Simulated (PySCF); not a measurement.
```xyz
15

C     -1.8582    -0.7636     0.1049
C     -1.8896     0.6729     0.1536
C     -0.7322     1.4253     0.0972
C      0.5196     0.7434    -0.0122
C      1.8463     1.1519    -0.0915
O      2.6549     0.0643    -0.1831
C      1.8947    -1.0614    -0.1665
C      0.5515    -0.7175    -0.0617
C     -0.6691    -1.4592    -0.0006
H     -2.8093    -1.3154     0.1533
H     -2.8638     1.1781     0.2379
H     -0.7675     2.5243     0.1353
H      2.3443     2.1259    -0.0947
H      2.4347    -2.0103    -0.2349
H     -0.6564    -2.5588    -0.0371
```

Charge 0, multiplicity 1.

Give the Mulliken and meta-Löwdin atomic charges from PBE-D3(BJ)/def2-TZVP // PBE-D3(BJ)/def2-SVP (PySCF).


```json
[
 {"atom": "C1", "Mulliken (e)": "-0.09", "meta-Löwdin (e)": "-0.13"},
 {"atom": "C2", "Mulliken (e)": "-0.09", "meta-Löwdin (e)": "-0.13"},
 {"atom": "C3", "Mulliken (e)": "-0.22", "meta-Löwdin (e)": "-0.12"},
 {"atom": "C4", "Mulliken (e)": "0.09", "meta-Löwdin (e)": "-0.04"},
 {"atom": "C5", "Mulliken (e)": "-0.06", "meta-Löwdin (e)": "-0.01"},
 {"atom": "O6", "Mulliken (e)": "-0.13", "meta-Löwdin (e)": "-0.18"},
 {"atom": "C7", "Mulliken (e)": "-0.06", "meta-Löwdin (e)": "-0.01"},
 {"atom": "C8", "Mulliken (e)": "0.09", "meta-Löwdin (e)": "-0.04"},
 {"atom": "C9", "Mulliken (e)": "-0.22", "meta-Löwdin (e)": "-0.12"},
 {"atom": "H10", "Mulliken (e)": "0.10", "meta-Löwdin (e)": "0.12"},
 {"atom": "H11", "Mulliken (e)": "0.10", "meta-Löwdin (e)": "0.12"},
 {"atom": "H12", "Mulliken (e)": "0.10", "meta-Löwdin (e)": "0.12"},
 {"atom": "H13", "Mulliken (e)": "0.13", "meta-Löwdin (e)": "0.14"},
 {"atom": "H14", "Mulliken (e)": "0.13", "meta-Löwdin (e)": "0.14"},
 {"atom": "H15", "Mulliken (e)": "0.10", "meta-Löwdin (e)": "0.12"}
]
```
